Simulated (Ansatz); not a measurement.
B8H14, relaxed as a singlet with RKS r2SCAN-D4/def2-SVP in Ansatz, starting from the GFN1-xTB geometry. Force threshold 0.02 eV/Å.

The structure comes from a short search, and lower isomers may exist.

Start:

```xyz
22

B    -0.4996   -1.1695    0.7562
B     0.2636   -1.8050   -0.8828
B    -0.8676    1.7477    0.4466
B     1.0046   -0.4832    0.2650
B    -0.0751    0.5147    1.4171
B     0.8550    1.2079   -0.0349
B    -1.7421    0.2120    0.9559
B     1.3293    0.0902   -1.5193
H     0.6736    0.6548   -2.3403
H    -1.9518    1.1029   -0.0460
H     0.8964   -2.7995   -0.7551
H    -0.2273    1.7876   -0.6825
H     0.9356   -1.1411   -1.8129
H     1.6695    2.0509    0.0897
H    -0.6983   -2.0868    1.4698
H     0.2814    0.6817    2.5249
H    -2.6858    0.2048    1.6565
H    -1.1903    2.8241    0.7928
H     2.4981    0.0488   -1.7137
H     2.0133   -0.9062    0.7121
H    -0.7616   -1.9042   -1.4843
H    -1.7211   -0.8326    0.1853
```

Question: Estimate the energy that the relaxation releases and the steps that it takes.

Answer: 0.62 eV, in 9 steps; 39 s on 4 threads of Arm Neoverse V1 on a shared host. No frequencies were taken in this run, so the end may be a saddle point.

Question: Does the start keep its bonding and symmetry?

Answer: Bonds formed: B2–B8 (atoms count from 1). Point group Cs at the start, Cs at the end, both within 0.05 Å.

Question: Predict the relaxed structure.

Answer: 
```xyz
22

B    -0.5278   -1.1467    0.7054
B     0.4194   -1.6649   -0.8577
B    -0.8470    1.6929    0.4105
B     1.0612   -0.4980    0.3172
B    -0.0401    0.4739    1.3502
B     0.8071    1.1978   -0.0772
B    -1.6984    0.1980    0.9092
B     1.3222   -0.0774   -1.3886
H     0.7973    0.8051   -2.0510
H    -1.9392    1.0767   -0.0840
H     1.1041   -2.6509   -0.8928
H    -0.2939    1.7513   -0.7515
H     0.4904   -0.9431   -1.9840
H     1.6195    2.0786   -0.0263
H    -0.7681   -2.1131    1.3738
H     0.2814    0.6704    2.4879
H    -2.6460    0.1941    1.6411
H    -1.1698    2.7865    0.7760
H     2.4702   -0.2493   -1.6963
H     2.0511   -0.8729    0.8804
H    -0.7443   -1.9047   -1.1436
H    -1.7490   -0.8040    0.1012
```
Bond lengths: 15 × B–B 1.74 to 1.90 Å; 16 × B–H 1.20 to 1.35 Å.
